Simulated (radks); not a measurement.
Values are calculated unless marked as measured or tabulated.
Task: These are the eigenvalues of the occupied orbitals of an atom or ion with whole-number occupations (eV). Level of theory: scalar-relativistic Kohn-Sham, PBE, spin-unpolarised, spherical densities, finite nucleus; Fermi nuclear charge, rms radius of each element as measured or else 0.836 A^(1/3) + 0.57 fm (a radial shooting solver on a logarithmic mesh with Libxc functionals).

| orbital | eigenvalue |
|---|---|
| 1s | -184.2204 |
| 7p | -2.3704 |

Which element is it, and in what charge state? The configuration may be excited.

Result: Z = 4, beryllium, charge +2: Be2+ in 1s1 7p1. The 1s level, -6.77 hartree, gives Z - s = 3.7 by -(Z - s)^2/2, which with screening and relativity narrows Z to a few neighbours, and the depths must fix Z and the occupations together.
